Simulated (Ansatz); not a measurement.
Ansatz results at the PBE0-D4/def2-TZVP geometry: zero-point energy (PBE0-D4/def2-TZVP) 154.8 kJ/mol; size of the dipole moment (ωB97M-V/def2-TZVPP) 2.40 D; HOMO energy (B3LYP/def2-TZVPP) -8.14 eV.

(1) Which molecule gave them?
A. `O=C=C[TeH]`
B. `C[CH](N)[GaH2]`
C. `BC1(F)C=C1`
D. `FC1=CCB1`

Results:

(1) C. The others give `C[CH](N)[GaH2]`: 249.3, 0.38, -5.96; `O=C=C[TeH]`: 79.3, 1.25, -6.45; `FC1=CCB1`: 167.8, 1.48, -7.60.

B3LYP here is the variant with VWN-RPA as its local correlation; programs differ in this.
